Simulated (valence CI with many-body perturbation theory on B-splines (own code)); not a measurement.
## W34+ in three bases

Calculated by configuration interaction combined with many-body perturbation theory (CI+MBPT): four valence electrons over a frozen Dirac-Fock core [Kr], a basis of 7 s, 7 p, 8 d, 6 f, 4 g, 1 h functions for each j, with the one-electron correlation potential Σ1 (screened to all orders), the two-electron term Σ2, the three-electron term Σ3, Breit, model QED; selected single and double excitations, second order for the rest, scaled by the run's own slope (own B-spline code, finite nucleus).

No measured spectrum was set against this ion. As an estimate, large intervals hold to a few tenths of a per cent, small ones and those within an open d or f shell to about a per cent. Only levels of the ground parity were solved; by the run's estimate the other parity begins above the list, which can be wrong where configurations are misplaced.

The reference run has the lowest level (4d3/2^4) J=0 and an ionisation energy of 1456.39 eV. Its largest variational space holds 18724 state functions.

Levels are named by their leading jj configuration (3d3/2^4 stands for four electrons in 3d with j = 3/2), which in mixed levels can hold well under half, so a name can repeat and another be missing. Letters in brackets count levels of one name in rising energy.

Changed runs:
A. basis 6 s, 6 p, 5 d, 5 f, 1 g
B. basis 5 s, 5 p, 4 d, 4 f

Excitation energies of the reference run in cm⁻¹, and shifts in cm⁻¹:

```csv
Level,Reference,A,B
(4d3/2^3 4d5/2) J=1,116437,-233,-499
(4d3/2^3 4d5/2) J=4,156239,-17,+258
(4d3/2^3 4d5/2) J=2,157765,-161,+18
(4d3/2^3 4d5/2) J=3,169392,-94,+264
(4d3/2^2 4d5/2^2) J=0 [a],261620,-210,-467
(4d3/2^2 4d5/2^2) J=2 [a],267097,-171,+64
(4d3/2^2 4d5/2^2) J=4 [a],271486,-223,-249
(4d3/2^2 4d5/2^2) J=3 [a],275719,-240,-122
(4d3/2^2 4d5/2^2) J=5,291000,-114,+241
(4d3/2^2 4d5/2^2) J=1,300771,-109,+385
(4d3/2^2 4d5/2^2) J=6,302128,-38,+470
(4d3/2^2 4d5/2^2) J=3 [b],314519,-54,+769
Ionisation energy (eV),1456.39,-0.07,-0.15
```
